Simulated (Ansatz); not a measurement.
K2H2⁺, that is (KH)2 ring with one electron fewer. The state is a doublet with charge 1. Geometry PBE0-D4/def2-TZVP; atoms count from 1.

Cartesian coordinates in Å:
```
K -1.154 2.047 0.596
H -0.137 -0.194 0.400
K 1.154 -2.047 -0.596
H 0.137 0.194 -0.400
```

In the charge 1 doublet, H2 and H4 lie 0.93 Å apart (atoms count from 1), so these atoms are partly bonded to each other.

Q: Estimate the Mulliken populations from the PBE0/def2-TZVP orbitals of Ansatz.

A: 
```tsv
atom	charge (e)	spin (α − β)
K1	0.76	0.22
H2	-0.26	0.28
K3	0.76	0.22
H4	-0.26	0.28
```
Mulliken values and Mayer orders depend strongly on the basis.

Q: Where does the spin sit?

A: Summed by element: K 0.43, H 0.57, of 1 unpaired in all. Largest on single atoms: H2 0.28, H4 0.28, K1 0.22.
